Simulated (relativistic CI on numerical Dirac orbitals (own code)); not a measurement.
# What each ingredient does to the levels of Xe XXXVI

Base calculation: Dirac-Coulomb-Breit CI, separate exchange-only KLI orbitals for each configuration, a model potential for QED, unscaled Slater integrals.

Configurations in the expansion (outside the closed core [Ne]): 3s²3p⁶3d, 3s²3p⁵3d², 3s3p⁶3d², 3s²3p⁶4s, 3s²3p⁶4p, 3s²3p⁶4d, 3s²3p⁵3d4s, 3s²3p⁶4f, 3s²3p⁵3d4p, 3s²3p⁵3d4d, 3s3p⁶3d4s, 3p⁶3d²4p, 3s²3p⁵3d4f, 3s3p⁶3d4p, 3s3p⁶3d4d, 3s²3p⁶5s, 3s²3p⁶5p, 3s3p⁶3d4f, 3s²3p⁶5d, 3s²3p⁶5f, 3s²3p⁶5g, 3p⁶3d³, 3p⁵3d⁴, 3p⁵3d³4s, 3p⁶3d²4s, 3p⁵3d²4s², 3p⁶3d²4d, 3p⁵3d³4d, 3p⁵3d²4s4d. Double excitations out of closed p, d and f shells are left out; levels of such configurations are missing from the list, as are those of other unlisted configurations, and high levels can miss mixing partners. These lack a partner that the ground configuration has and come out too high: 3s²3p⁵3d4p, 3s²3p⁵3d4f.

The lowest level and the first level of each name with at least 55 % of one term (blank where a level has no safe partner in the second run):

```tsv
Level	Base (eV)	Shift (eV)
3s²3p⁶3d ²D3/2	0.000	0.000
3s²3p⁶3d ²D5/2	16.852	0.000
3s²3p⁵3d² ⁴D°1/2	163.882	+0.353
3s²3p⁵3d² ⁴D°3/2	165.061	+0.353
3s²3p⁵3d² ⁴G°9/2	182.927	+0.353
3s²3p⁵3d² ⁴G°11/2	188.478	+0.353
3s²3p⁵3d² ²H°11/2	203.052	+0.353
3s²3p⁵3d² ²G°9/2	211.183	+0.353
3s²3p⁵3d² ²P°1/2	212.695	+0.353
3s²3p⁵3d² ²F°5/2	216.122	+0.353
3s3p⁶3d² ⁴F3/2	381.844	+0.564
3s3p⁶3d² ⁴F5/2	386.528	+0.564
3s3p⁶3d² ⁴F7/2	397.233	+0.564
3s3p⁶3d² ⁴P1/2	398.362	+0.564
3s3p⁶3d² ⁴F9/2	405.175	+0.564
3s3p⁶3d² ⁴P3/2	405.793	+0.564
3s3p⁶3d² ²F5/2	412.417	+0.564
3s3p⁶3d² ²D3/2	414.765	+0.564
3s3p⁶3d² ²G7/2	415.981	+0.564
3s3p⁶3d² ²G9/2	422.270	+0.564
3s3p⁶3d² ²P1/2	423.050	+0.565
3s3p⁶3d² ²D5/2	426.154	+0.564
```

At this charge energies of transitions that change n are usually good to better than 1 %, and those within a shell (Δn = 0) to a few per cent.

Problem. One thing was changed in a second run, which moved the levels as shown. Which?
A. Breit term removed
B. P86 correlation estimate
C. configuration mixing switched off
D. QED terms removed

Solution. B. P86 correlation estimate. A correlation estimate moves all levels of a configuration together before mixing; mixed levels move by a weighted share.

LS names give the leading component of a level, which can be under half, so a name can repeat, a term be missing and a line seem to break the LS rules.
